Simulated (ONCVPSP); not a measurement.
Ge: one change to an ONCV potential, before and after

germanium, optimised norm-conserving Vanderbilt (ONCV), made with ONCVPSP 4.0.1 (LDA (Perdew-Zunger), scalar-relativistic). Core [Ar] 3d10, reference 4s2 4p2. Waves: 4s: rc 1.75 bohr, ncon 4, nbas 8, qcut 2.9 1/bohr, 3 projectors, debl 2.1 Ha; 4p: rc 1.90 bohr, ncon 3, nbas 7, qcut 5.1 1/bohr, 2 projectors, debl 3.4 Ha. Local part: polynomial inside 1.50 bohr (lpopt 5, dvloc0 1 Ha). Core correction: none.

All-electron outer shells of the reference configuration (LDA (Perdew-Zunger), scalar-relativistic, ld1.x):

```json
{"shell": "3p", "level (eV)": "-115.38", "outermost node (bohr)": "0.23", "outermost maximum (bohr)": "0.54"}
{"shell": "3d", "level (eV)": "-29.55", "outermost node (bohr)": "–", "outermost maximum (bohr)": "0.50"}
{"shell": "4s", "level (eV)": "-11.95", "outermost node (bohr)": "0.77", "outermost maximum (bohr)": "1.73"}
{"shell": "4p", "level (eV)": "-4.05", "outermost node (bohr)": "0.82", "outermost maximum (bohr)": "2.19"}
```

Change: all radii scaled by about 1.27 (s 2.22, p 2.40 bohr); local potential polynomial inside 1.90 bohr (lpopt 5, dvloc0 1 Ha).

Cutoffs: the cutoffs (Ha) at which the residual kinetic energy of the hardest occupied pseudo-wave falls to 1 and 0.1 mHa per electron; they do not see the model core or the augmentation charge, which bear on the density cutoff. Errors are all-electron minus pseudo energies relative to the spin-unpolarised reference configuration.

Problem. What does the change do?

Solution. The potential gets softer (44 Ha and 56 Ha → 16 Ha and 34 Ha); of the 4 tests that both files solve, the error grows in 2 and shrinks in 1 by more than 15 % and 0.3 meV (median size 20.5 → 25.9 meV); neither file shows a bound ghost. A larger radius leaves more room for a smooth pseudo-wave, so fewer plane waves are needed.

```tsv
quantity	base	changed
cutoff, loose	44 Ha	16 Ha
cutoff, tight	56 Ha	34 Ha
loose cutoff by channel	s 44 Ha, p 7.2 Ha	s 16 Ha, p 4.8 Ha
bound ghosts	none	none
GHOST(+) flags under 300 eV	s at 218.8 eV	none
error for 4s2 4p1, meV [ΔE 7.64 eV]	+3.8	+5.0
error for 4s2 4p0, meV [ΔE 23.35 eV]	+37	+47
error for 4s1 4p0, meV [ΔE 58.57 eV]	+250	+190
error for 4s2 4p1.5, meV [ΔE 2.89 eV]	+0.5	+0.6
```
